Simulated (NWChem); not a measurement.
System: SiH3SeCl; SMILES Cl[SiH2][SeH]

Here is an NWChem input.

```
start job
memory heap 200 mb stack 900 mb global 1100 mb
geometry units angstroms
  Si    -0.688627    -0.968284    -0.118868
  Cl    -2.112573     0.157543     0.724620
  Se     1.187039     0.326622    -0.261788
  H     -0.394757    -2.120619     0.722579
  H     -1.082835    -1.356832    -1.466257
  H      1.982481    -0.670291    -0.923811
end
basis spherical
  * library def2-svp
end
dft
  xc pbe0
  iterations 150
end
driver
  maxiter 120
end
task dft optimize
task dft freq
```

This build's default masses of Se (78.918 u) and Br (79.917 u) are each other's, which moves their modes by up to 0.6 %.

The level has its own optimisation; frequencies are unscaled.

Question: Predict the main results of this run. (PBE0/def2-SVP.) Quantities: r Cl–Si (Å); r Se–Si (Å); r H–Si (Å); r H–Se (Å); highest harmonic frequency (cm⁻¹); lowest (cm⁻¹); zero-point energy (kcal/mol); dipole (D).

Answer: r Cl–Si (Å): 2.064
r Se–Si (Å): 2.278
r H–Si (Å): 1.489
r H–Se (Å): 1.474
highest harmonic frequency (cm⁻¹): 2437
lowest (cm⁻¹): 79
zero-point energy (kcal/mol): 16.9
dipole (D): 1.87
